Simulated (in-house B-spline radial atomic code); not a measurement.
**PBE hybrid excitations of the neon ion Ne⁸⁺**

Method: PBE hybrid with 0.7 exact exchange. Computed with a B-spline radial code for spherical atoms: linear response of the closed shell 1s2 with the functional's adiabatic kernel; non-relativistic, point nucleus, no spin-orbit coupling, no double excitations, S, P, D and F terms only.

Command:
```bash
python run_td.py task.json out
```
Settings (radii: box in bohr, nucleus in fm):
```
Z                        10
electrons                2
configuration            1s2
hamiltonian              nr
method                   pbeh
box_radius               11.59
exact_exchange_fraction  0.7
intervals                47
```

Time taken, with all properties: 0.1 s on 1 thread of Arm Neoverse N1, with other jobs on the host.

The lowest states, in the order of their Tamm-Dancoff energies; the method's threshold (minus the highest occupied level) is 1177.59 eV. Labels give the largest channel, * marks a mixed state, and oscillator strengths are full-response dipole values. Semilocal kernels can invert the small singlet-triplet splittings of Rydberg terms. Energies in eV:

| state | full response | Tamm-Dancoff | oscillator strength |
| --- | --- | --- | --- |
| 1s → 2s 3S | 898.40 | 898.45 | - |
| 1s → 2p 3P | ? | ? | - |
| 1s → 2s 1S | 908.84 | 908.92 | - |
| 1s → 2p 1P | 915.86 | 915.89 | 0.707 |
| 1s → 3s 3S | ? | ? | - |
| 1s → 3s 1S | 1060.04 | 1060.06 | - |
| 1s → 3p 3P | 1060.30 | 1060.31 | - |
| 1s → 3p 1P | 1062.25 | 1062.25 | 0.145 |
| 1s → 3d 3D | 1062.34 | 1062.34 | - |
| 1s → 3d 1D | 1062.42 | 1062.42 | - |

**Question.** Where does 1s → 2p 3P lie?

**Answer.** At 908.52 eV in full response, 908.56 eV in Tamm-Dancoff.

**Question.** Where does 1s → 3s 3S lie?

**Answer.** At 1057.37 eV in full response, 1057.39 eV in Tamm-Dancoff.

**Question.** How large is the singlet-triplet splitting of 1s → 2s (S terms) in Tamm-Dancoff?

**Answer.** 10.5 eV, from the unrounded values.

**Question.** What polarisabilities and dispersion coefficient does the method give?

**Answer.** Dipole 0.00105 bohr³, quadrupole 4.016e-05 bohr⁵, C6 3.243e-05 hartree·bohr⁶ for two such species.
